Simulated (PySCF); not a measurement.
# Dipole response of Pd³⁺ (palladium, charge +3)

[Kr] 4d7, high-spin 4F determinant. All numbers are calculated (PySCF 2.14, the spin-free X2C one-electron Hamiltonian (Gaussian nucleus), in x2c-QZVPPall with one added diffuse shell each of s, p, d, f, g type (14s9p8d5f3g, 143 functions)). Coupled (time-dependent) response in atomic units; α is the mean over directions.

```
method  mean α (bohr³)  C₆ (like pair)  S(−4)
  PBE0           4.331           19.74  3.486
```

S(−4) is the Cauchy moment in α(ω) = α(0) + S(−4) ω² + …

Spin-orbit coupling is absent.

α(iu) at PBE0:

```
u (hartree)  α(iu) (bohr³)
          0          4.331
     0.0500          4.322
      0.100          4.296
      0.200          4.198
      0.300          4.052
      0.500          3.676
      0.750          3.180
       1.00          2.732
       1.50          2.028
       2.00          1.535
       3.00         0.9412
       5.00         0.4460
```

For an ion, C₆ is the dispersion term alone; charge-induced terms of lower order in 1/R come first.
